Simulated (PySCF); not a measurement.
# Fractional electron number in I⁺ (iodine, charge +1)

The 5p beta orbital of [Kr] 4d10 5s2 5p4 is emptied in steps (occupation f), with all orbitals relaxed, ending at [Kr] 4d10 5s2 5p3. Computed with PySCF 2.14 in def2-TZVPPD with the def2 core potential (28 electrons), with scalar relativity through the core potential. The exact energy is a straight line in f; departures are measured from the line between the end points of the same method.

```
  f  UHF (eV)  LDA (eV)  PBE (eV)  PBE0 (eV)  r2SCAN (eV)  LC-wPBE (eV)  BHandHLYP (eV)  CAM-B3LYP (eV)
  1     0.000     0.000     0.000      0.000        0.000         0.000           0.000           0.000
0.9     0.062    -0.391    -0.377     -0.270       -0.352        -0.026          -0.175          -0.162
0.7     0.141    -0.915    -0.880     -0.628       -0.813        -0.058          -0.412          -0.381
0.5     0.165    -1.091    -1.046     -0.745       -0.953        -0.066          -0.494          -0.457
0.3     0.136    -0.917    -0.878     -0.624       -0.782        -0.052          -0.419          -0.387
0.1     0.057    -0.393    -0.375     -0.266       -0.321        -0.020          -0.182          -0.168
  0     0.000     0.000     0.000      0.000        0.000         0.000           0.000           0.000
```

Task: For UHF, how does the orbital energy at f = 1 compare with the removal energy?

Result: −ε = 18.379 eV against a total-energy difference of 17.684 eV. By Janak's theorem ε = ∂E/∂f, so the gap between them reflects the curvature. Along the path −ε is 18.227 (f = 0.9), 17.938 (f = 0.7), 17.667 (f = 0.5), 17.412 (f = 0.3), 17.172 (f = 0.1) eV.

```json
{"method": "UHF", "E(f=0) − E(f=1) (eV)": "17.684", "−ε at f=1 (eV)": "18.379", "−ε at f=0.5 (eV)": "17.667"}
{"method": "LDA", "E(f=0) − E(f=1) (eV)": "19.032", "−ε at f=1 (eV)": "14.690", "−ε at f=0.5 (eV)": "19.026"}
{"method": "PBE", "E(f=0) − E(f=1) (eV)": "18.727", "−ε at f=1 (eV)": "14.538", "−ε at f=0.5 (eV)": "18.734"}
{"method": "PBE0", "E(f=0) − E(f=1) (eV)": "18.747", "−ε at f=1 (eV)": "15.750", "−ε at f=0.5 (eV)": "18.760"}
{"method": "r2SCAN", "E(f=0) − E(f=1) (eV)": "18.760", "−ε at f=1 (eV)": "14.837", "−ε at f=0.5 (eV)": "18.848"}
{"method": "LC-wPBE", "E(f=0) − E(f=1) (eV)": "18.859", "−ε at f=1 (eV)": "18.568", "−ε at f=0.5 (eV)": "18.876"}
{"method": "BHandHLYP", "E(f=0) − E(f=1) (eV)": "18.764", "−ε at f=1 (eV)": "16.823", "−ε at f=0.5 (eV)": "18.742"}
{"method": "CAM-B3LYP", "E(f=0) − E(f=1) (eV)": "18.942", "−ε at f=1 (eV)": "17.144", "−ε at f=0.5 (eV)": "18.925"}
```

Reference removal energy between the ground levels: 19.131 eV (measured; NIST Atomic Spectra Database, ionization energies). The calculation has no spin-orbit coupling. UHF lacks correlation.
